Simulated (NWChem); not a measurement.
System: CH3AlF2; SMILES [CH3][Al]([F])[F]

Here is an NWChem input.

```
start job
memory heap 200 mb stack 900 mb global 1100 mb
geometry units angstroms noautosym nocenter noautoz
  Al    -0.005026     0.047336     0.000602
  C     -0.008517    -1.879607     0.001362
  H      0.485055    -2.267344    -0.904613
  H     -1.028101    -2.290776     0.039650
  H      0.555333    -2.270076     0.863832
  F     -1.399538     0.946126    -0.001060
  F      1.405438     0.921190    -0.000917
end
basis spherical
  * library 6-31g*
end
dft
  xc b3lyp
  iterations 150
end
property
  shielding
end
task dft property
```

The geometry was optimised at PBE0/def2-SVP.

GIAO values for the isolated, static molecule; σ is the absolute isotropic shielding, δ = σ(reference) − σ with the isolated reference molecule computed at the same levels (13C: tetramethylsilane, 19F: trichlorofluoromethane, 1H: tetramethylsilane).

Atoms are numbered as in the input.

### Question
Predict the main results of this run. (B3LYP/6-31G* (spherical d), GIAO.) Quantities: σ Al1 (ppm); δ C2 (ppm); δ H3 (rotor mean) (ppm); δ F6 (ppm); δ F7 (ppm).

### Answer
- σ Al1 (ppm) = 489.6
- δ C2 (ppm) = -16.6
- δ H3 (rotor mean) (ppm) = -0.33
- δ F6 (ppm) = -128.7
- δ F7 (ppm) = -130.1
